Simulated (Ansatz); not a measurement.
Reaction (SMILES): C[C@@H]1CC[C@H](C)C1 -> C[C@@H]1[CH][C@H](C)CC1 + H atom (the C-H bond at the site shown breaks; other sites are not compared here)
Geometries: B3LYP-D3(BJ)/def2-TZVP minima from Ansatz (a quantum-chemistry and plane-wave program), one conformer each, not searched for the lowest.
Geometry of the first species:
```
C
H 1 1.0922
H 1 1.0972 2 107.40
C 1 1.5311 2 113.12 3 121.08
H 4 1.0961 1 107.48 2 48.74
C 4 1.5216 5 108.44 1 124.82
H 6 1.0924 4 111.46 5 -59.34
H 6 1.0925 7 107.72 4 -122.45
H 6 1.0935 7 107.83 8 -115.98
C 1 1.5312 2 113.10 3 -121.10
H 10 1.0961 1 107.47 2 -48.43
C 10 1.5217 11 108.42 1 -124.77
H 12 1.0924 10 111.46 11 59.37
H 12 1.0925 13 107.72 10 122.45
H 12 1.0935 13 107.83 14 115.98
C 4 1.5447 5 108.24 1 -110.92
H 16 1.0909 4 111.60 5 -34.09
H 16 1.0929 17 106.63 4 119.42
C 10 1.5454 11 108.23 1 111.00
H 19 1.0909 10 111.53 11 33.20
H 19 1.0928 20 106.61 10 -119.47
```

Quantity: bond dissociation energy (electronic energy difference), in kcal/mol. Valence correlation only, unless marked. Open shells are spin-unrestricted. Spin-orbit coupling is left out. No relativistic terms. CBS marks a two-point X^-3 extrapolation of the correlation energy; Hartree-Fock from the larger set. [CCSD(T)-MP2]/basis is that difference in the basis named.

RI-MP2/CBS(cc-pVTZ,cc-pVQZ)+[CCSD(T)-MP2]/cc-pVTZ (Ansatz) gives 105.5 kcal/mol.

Task: Another calculation gave 101.9 kcal/mol. Which level was it?
A) r2SCAN0/def2-TZVPD (Ansatz)
B) B2PLYP/def2-TZVPD (Ansatz)
C) SVWN5/def2-TZVPD (Ansatz)

Result: B, B2PLYP/def2-TZVPD (Ansatz). The others give 98.8 (r2SCAN0), 110.9 (SVWN5) kcal/mol.
